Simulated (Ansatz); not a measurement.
Ge(SMe)H3 (CH₆GeS). The state is a singlet with charge 0. Geometry PBE-D4/def2-SVP.

```xyz
9

Ge    0.732   -1.050    0.865
S    -0.319   -0.751   -1.088
C    -0.753    1.025   -0.926
H    -1.424    1.206   -0.063
H    -1.291    1.300   -1.854
H     0.149    1.663   -0.838
H     1.988   -0.138    0.956
H     1.139   -2.543    0.902
H    -0.221   -0.711    2.047
```

The 6-31G sets use Cartesian d functions. B3LYP takes the VWN-RPA correlation.

**Question.** Estimate the orbital energies around the gap (eV) in Ansatz with B3LYP-D4/6-31G, B3LYP-D4/def2-TZVP, PBE0-D4/def2-TZVP, PBE0-D4/def2-QZVPP, CAM-B3LYP-D4/def2-TZVP.

**Answer.** 
```
orbital  B3LYP-D4/6-31G  B3LYP-D4/def2-TZVP  PBE0-D4/def2-TZVP  PBE0-D4/def2-QZVPP  CAM-B3LYP-D4/def2-TZVP
HOMO−13          -32.09              -33.26             -33.87              -33.77                  -35.34
HOMO−12          -32.08              -33.25             -33.86              -33.76                  -35.33
HOMO−11          -31.99              -33.19             -33.79              -33.70                  -35.26
HOMO−10          -31.99              -33.18             -33.79              -33.69                  -35.26
 HOMO−9          -21.32              -21.01             -21.54              -21.55                  -23.20
 HOMO−8          -17.63              -17.46             -17.89              -17.89                  -19.54
 HOMO−7          -14.96              -14.81             -15.12              -15.13                  -16.82
 HOMO−6          -11.85              -11.80             -12.08              -12.08                  -13.57
 HOMO−5          -11.80              -11.75             -12.02              -12.03                  -13.53
 HOMO−4          -10.47              -10.38             -10.66              -10.66                  -12.02
 HOMO−3           -9.77               -9.61              -9.83               -9.84                  -11.27
 HOMO−2           -9.43               -9.34              -9.55               -9.56                  -10.92
 HOMO−1           -8.11               -8.24              -8.48               -8.49                   -9.74
   HOMO           -6.45               -6.55              -6.78               -6.80                   -8.09
   LUMO           -0.28               -0.26               0.00               -0.20                    1.00
 LUMO+1            0.93                0.44               0.73                0.42                    1.63
 LUMO+2            1.34                0.48               0.78                0.44                    1.78
 LUMO+3            1.89                1.33               1.56                1.29                    2.57
 LUMO+4            2.32                1.40               1.65                1.34                    2.64
 LUMO+5            3.20                2.25               2.58                2.08                    3.55
```
